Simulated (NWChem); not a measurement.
Program: NWChem. System: CF2, charge 0, spin multiplicity 1, at a geometry optimised with B3LYP/def2-SVP. The structure started from a generated list of species. Level: PBE/def2-SVP.

Job file:

```
start mol
memory heap 200 mb stack 900 mb global 1100 mb
geometry units angstroms nocenter noautoz
  F      1.029081     0.000000    -0.198010
  C      0.000000     0.000000     0.594031
  F     -1.029081     0.000000    -0.198010
  symmetry group C2v
end
basis spherical
  * library def2-svp
end
dft
  xc xpbe96 cpbe96
  semidirect memsize 60000000 filesize 0
  iterations 100
end
task dft energy
```

Part of the output:

```
             Northwest Computational Chemistry Package (NWChem) 7.3.0
             --------------------------------------------------------

                                NWChem Input Module
                                -------------------

 Scaling coordinates for geometry "geometry" by  1.889725989
 (inverse scale =  0.529177249)

 Turning off AUTOSYM since
 SYMMETRY directive was detected!

                             Geometry "geometry" -> ""
                             -------------------------

 Output coordinates in angstroms (scale by  1.889725989 to convert to a.u.)

  No.       Tag          Charge          X              Y              Z
 ---- ---------------- ---------- -------------- -------------- --------------
    1 F                    9.0000     1.02908100     0.00000000    -0.19801000
    2 C                    6.0000     0.00000000     0.00000000     0.59403100
    3 F                    9.0000    -1.02908100     0.00000000    -0.19801000

 Effective nuclear repulsion energy (a.u.)      64.8361796702

            Nuclear Dipole moment (a.u.)
            ----------------------------
        X                 Y               Z
 ---------------- ---------------- ----------------
     0.0000000000     0.0000000000     0.0000113384

      Symmetry information
      --------------------

 Group name             C2v
 Group number             16
 Group order               4
 No. of unique centers     2

      Symmetry unique atoms

     1    2


 Summary of "ao basis" -> "" (spherical)
 ------------------------------------------------------------------------------
       Tag                 Description            Shells   Functions and Types
 ---------------- ------------------------------  ------  ---------------------
 *                          def2-svp                  on all atoms

  pbe96 is a nonlocal functional; adding pw91lda local functional.

                                 NWChem DFT Module
                                 -----------------

 Summary of "ao basis" -> "ao basis" (spherical)
 ------------------------------------------------------------------------------
[...]
     9     -0.187707  1 F  pz                37      0.187707  3 F  pz
    21     -0.078956  2 C  px                 3      0.032684  1 F  s

 Vector   12  Occ=2.000000D+00  E=-2.468024D-01  Symmetry=a1
              MO Center= -7.1D-16,  1.5D-15,  7.6D-01, r^2= 1.2D+00
   Bfn.  Coefficient  Atom+Function         Bfn.  Coefficient  Atom+Function
  ----- ------------  ---------------      ----- ------------  ---------------
    17      0.546511  2 C  s                 20      0.408544  2 C  pz
    16      0.394500  2 C  s                  6      0.272455  1 F  pz
    34      0.272455  3 F  pz                 9     -0.198887  1 F  pz
    37     -0.198887  3 F  pz                15     -0.179140  2 C  s
    23      0.142888  2 C  pz                 3     -0.109732  1 F  s

 Vector   13  Occ=0.000000D+00  E=-1.192641D-01  Symmetry=b2
              MO Center= -1.8D-16, -3.4D-15,  4.5D-01, r^2= 1.2D+00
   Bfn.  Coefficient  Atom+Function         Bfn.  Coefficient  Atom+Function
  ----- ------------  ---------------      ----- ------------  ---------------
    19      0.665789  2 C  py                22      0.469907  2 C  py
     5      0.287953  1 F  py                33      0.287953  3 F  py
     8     -0.238736  1 F  py                36     -0.238736  3 F  py

 Vector   14  Occ=0.000000D+00  E= 1.314033D-01  Symmetry=b1
              MO Center=  6.5D-17, -7.6D-17,  7.0D-01, r^2= 1.8D+00
   Bfn.  Coefficient  Atom+Function         Bfn.  Coefficient  Atom+Function
  ----- ------------  ---------------      ----- ------------  ---------------
    21      1.082752  2 C  px                18      0.574173  2 C  px
     3     -0.548596  1 F  s                 31      0.548596  3 F  s
     9     -0.297471  1 F  pz                37      0.297471  3 F  pz
     6      0.250547  1 F  pz                34     -0.250547  3 F  pz
     2     -0.155983  1 F  s                 30      0.155983  3 F  s

 Vector   15  Occ=0.000000D+00  E= 1.573497D-01  Symmetry=a1
              MO Center=  1.6D-15,  7.3D-18,  7.8D-02, r^2= 1.8D+00
   Bfn.  Coefficient  Atom+Function         Bfn.  Coefficient  Atom+Function
  ----- ------------  ---------------      ----- ------------  ---------------
    17      1.340826  2 C  s                 23     -1.079347  2 C  pz
     3     -0.793499  1 F  s                 31     -0.793499  3 F  s
    20     -0.501378  2 C  pz                 7      0.410643  1 F  px
    35     -0.410643  3 F  px                 4     -0.254058  1 F  px
    32      0.254058  3 F  px                 2     -0.185945  1 F  s

 center of mass
 --------------
 x =   0.00000000 y =   0.00000000 z =  -0.01494394

 moments of inertia (a.u.)
 ------------------
          20.430502982950           0.000000000000           0.000000000000
           0.000000000000         164.126216824584           0.000000000000
           0.000000000000           0.000000000000         143.695713841634

     Multipole analysis of the density
     ---------------------------------

     L   x y z        total         alpha         beta         nuclear
     -   - - -        -----         -----         ----         -------
     0   0 0 0     -0.000000    -12.000000    -12.000000     24.000000

     1   1 0 0      0.000000      0.000000      0.000000      0.000000
     1   0 1 0     -0.000000     -0.000000     -0.000000      0.000000
     1   0 0 1     -0.376116     -0.188063     -0.188063      0.000011

     2   2 0 0    -11.468878    -39.770501    -39.770501     68.072123
     2   1 1 0      0.000000      0.000000      0.000000      0.000000
     2   1 0 1     -0.000000     -0.000000     -0.000000      0.000000
     2   0 2 0    -10.508745     -5.254372     -5.254372      0.000000
     2   0 1 1     -0.000000     -0.000000     -0.000000      0.000000
     2   0 0 2    -12.708656    -11.394850    -11.394850     10.081044

 Task  times  cpu:        0.2s     wall:        0.2s

 Total times  cpu:        0.2s     wall:        0.2s
```
